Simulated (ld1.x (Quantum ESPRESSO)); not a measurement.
**Before and after: TM potential for Mg**

Mg, norm-conserving Troullier–Martins (Kleinman–Bylander form), made with ld1.x (Quantum ESPRESSO) 7.5 (BP86, fully relativistic). Core [He], reference 2s2 2p6 3s0 3p0 (charge +2). Waves: 2p (bound): rc 1.25 bohr; 2s (bound): rc 0.65 bohr. Local part: the s channel. Core correction: none.

Open shells are filled in proportion to 2j + 1 (rel_dist='average').

All-electron outer shells of the reference configuration (BP86, scalar-relativistic, ld1.x):

```tsv
shell	level (eV)	outermost node (bohr)	outermost maximum (bohr)
2s	-100.07	0.18	0.54
2p	-66.80	–	0.48
3s	-17.88	0.88	2.15
3p	-12.72	0.91	2.59
```

Change: all radii scaled by about 1.08 (s 0.70, p 1.36 bohr).

Cutoffs: the cutoffs (Ry, on a coarse ladder) from which the occupation-weighted sum of valence levels, in a spherical-Bessel basis at the reference potential, stays within 10 and 1 mRy of its value at 400 Ry; they do not see the model core or the augmentation charge, which bear on the density cutoff. Errors are all-electron minus pseudo energies relative to the spin-unpolarised reference configuration.

Q: Predict the effect on cutoff, ghosts and configuration errors.

A: Of the 7 tests that both files solve, the error grows in 7 and shrinks in 0 by more than 15 % and 0.3 meV (median size 27.1 → 41.3 meV); neither file shows a bound ghost. More of the atom is replaced by a form fitted at one configuration, so other configurations suffer.

```tsv
quantity	base	changed
cutoff, loose	260 Ry	230 Ry
cutoff, tight	over 300 Ry	over 300 Ry
loose cutoff by channel (10 mRy a level)	p 100 Ry, s 160 Ry	p 90 Ry, s 140 Ry
bound ghosts	none	none
error for 2s2 2p6 3s2 3p0, meV [ΔE -23.00 eV]	+27	+41
error for 2s2 2p6 3s1 3p0, meV [ΔE -14.91 eV]	+20	+30
error for 2s2 2p6 3s1.5 3p0, meV [ΔE -19.79 eV]	+24	+37
error for 2s2 2p5 3s2 3p0, meV [ΔE 35.68 eV]	+350	+522
error for 2s2 2p6 3s1 3p1, meV [ΔE -19.49 eV]	-17	-25
error for 2s1 2p6 3s2 3p0, meV [ΔE 68.61 eV]	-98	-129
error for 2s2 2p6 3s0 3p2, meV [ΔE -15.80 eV]	-76	-115
```
